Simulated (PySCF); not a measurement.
Does the answer move with the share of exact exchange?

Species: C2H6ClNSi2.
Bonds: N1–C2 (triple), C2–C3, C3–Si4, Si4–Si5, Si5–Cl6. Hydrogens: H7, H8 on C3; H9, H10 on Si4; H11, H12 on Si5.

Torsions of this conformer, `[N:1]#[C:2][CH2:3][SiH2:4][SiH2:5][Cl:6]`: C2–C3–Si4–Si5 -49°, C3–Si4–Si5–Cl6 -168°.

PySCF, def2-SVPD basis, density fitting, gas phase, PBE0-D3(BJ)/def2-SVP geometry; singlet excitations by full TDDFT with frozen cores, triplets by Tamm–Dancoff TDDFT and ionisation energies by ΔSCF, from the lowest of the holes tried. One functional is left out:

```
functional  exact exchange (%)  HOMO energy (eV)  LUMO energy (eV)  lowest singlet excitation (eV)  lowest triplet excitation (eV)  dipole moment (D)  mean polarisability (au)  vertical ionisation energy (eV)
       LDA                   0             -7.32             -2.12                            5.43                            5.03              3.417                     102.3                             9.95
       PBE                   0             -7.24             -1.88                            5.57                            5.07              3.328                     100.5                            11.05
      PBE0                  25             -8.43             -1.06                            6.08                            5.43              3.390                      96.8                            10.25
 BHandHLYP                  50             -9.51             -0.19                            6.51                            5.83              3.452                      93.9                            10.48
```

Predict the row of B3LYP (20 % exact exchange) by straight lines through the other rows, and check it.

| property | line | computed | computed − line | PBE0 (25 %), for comparison |
| --- | --- | --- | --- | --- |
| HOMO energy (eV) | -8.18 | -8.21 | -0.03 | -8.43 |
| LUMO energy (eV) | -1.27 | -1.23 | +0.04 | -1.06 |
| lowest singlet excitation (eV) | 5.92 | 6.01 | +0.09 | 6.08 |
| lowest triplet excitation (eV) | 5.36 | 5.47 | +0.11 | 5.43 |
| dipole moment (D) | 3.399 | 3.383 | -0.016 | 3.390 |
| mean polarisability (au) | 98.2 | 97.5 | -0.7 | 96.8 |
| vertical ionisation energy (eV) | 10.43 | 10.20 | -0.23 | 10.25 |
